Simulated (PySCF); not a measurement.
## Mn⁺: ionisation energy

Mn⁺ [Ar] 3d5 4s1 (7S) → Mn²⁺ [Ar] 3d5 (6S), as a difference of total energies. Computed with PySCF 2.14 in cc-pVTZ (7s6p4d2f1g, 68 functions), with no relativity, point nucleus. Correlated levels: valence: [Ar] frozen. The calculations carry no spin-orbit coupling.

```
           method  ionisation energy (eV)
              UHF                  14.692
             TPSS                  15.845
            B3LYP                  15.929
    MP2 (valence)                  15.119
SCS-MP2 (valence)                  14.835
```

How much does correlation contribute at MP2 (valence)?

15.119 − (14.692) = 0.427 eV, measured against UHF.

These non-relativistic numbers lack the scalar-relativistic shift.

Errors of the correlated levels include the incompleteness of this basis and the frozen core.

For comparison: 15.640 eV (measured; NIST Atomic Spectra Database, ionization energies).
